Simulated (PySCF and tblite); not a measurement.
Values are calculated unless marked as measured or tabulated.
4 E/Z isomers of C₆H₅FO, numbered alike:

```
isomer                                                SMILES   descriptors
     A  [CH:1]#[C:2]/[CH:3]=[CH:4]\[O:5]/[CH:6]=[CH:7]/[F:8]  3=4 Z, 6=7 E
     B  [CH:1]#[C:2]/[CH:3]=[CH:4]\[O:5]/[CH:6]=[CH:7]\[F:8]  3=4 Z, 6=7 Z
     C  [CH:1]#[C:2]/[CH:3]=[CH:4]/[O:5]/[CH:6]=[CH:7]\[F:8]  3=4 E, 6=7 Z
     D  [CH:1]#[C:2]/[CH:3]=[CH:4]/[O:5]/[CH:6]=[CH:7]/[F:8]  3=4 E, 6=7 E
```

Protocol: conformer search, at most 4 conformers an isomer, GFN2-xTB geometries, energies PBE0/pcSseg-1 (D3(BJ) added where defined), GIAO shieldings PBE0/pcSseg-1, weights at 298.15 K with GFN2-xTB thermal terms. Programs: PySCF with density fitting and tblite.

Question: What shifts does each isomer give (ppm)?

Answer: 
A: ¹H (against TMS): 7.44 (H7, 1H), 7.21 (H6, 1H), 6.54 (H4, 1H), 4.93 (H3, 1H), 2.92 (H1, 1H). ¹³C (against TMS): 162.0 (C4), 150.8 (C7), 144.3 (C6), 94.6 (C3), 93.9 (C1), 81.2 (C2). ¹⁹F (against CFCl3): -188.4 (F8).

B: ¹H (against TMS): 7.07 (H4, 1H), 6.49 (H6, 1H), 6.42 (H7, 1H), 4.94 (H3, 1H), 2.95 (H1, 1H). ¹³C (against TMS): 161.1 (C4), 142.7 (C7), 133.0 (C6), 94.0 (C1), 93.3 (C3), 81.9 (C2). ¹⁹F (against CFCl3): -162.0 (F8).

C: ¹H (against TMS): 7.33 (H4, 1H), 6.46 (H7, 1H), 5.84 (H6, 1H), 5.31 (H3, 1H), 2.62 (H1, 1H). ¹³C (against TMS): 165.2 (C4), 144.7 (C7), 132.5 (C6), 94.4 (C3), 88.7 (C1), 83.0 (C2). ¹⁹F (against CFCl3): -157.1 (F8).

D: ¹H (against TMS): 7.45 (H7, 1H), 7.17 (H6, 1H), 7.07 (H4, 1H), 5.26 (H3, 1H), 2.61 (H1, 1H). ¹³C (against TMS): 165.1 (C4), 153.1 (C7), 141.3 (C6), 93.6 (C3), 88.7 (C1), 82.8 (C2). ¹⁹F (against CFCl3): -182.9 (F8).

Question: Which carbons tell the isomers apart best?

Answer: C6: 144.3 in A, 133.0 in B, 132.5 in C, 141.3 in D; C7: 150.8 in A, 142.7 in B, 144.7 in C, 153.1 in D; C1: 93.9 in A, 94.0 in B, 88.7 in C, 88.7 in D ppm.

Unscaled ¹⁹F shifts at such levels can be off by tens of ppm; differences between conformers or isomers are more reliable. Shifts are unscaled: against experiment ¹³C can be off by 15 ppm or more and ¹H by 0.8 ppm.
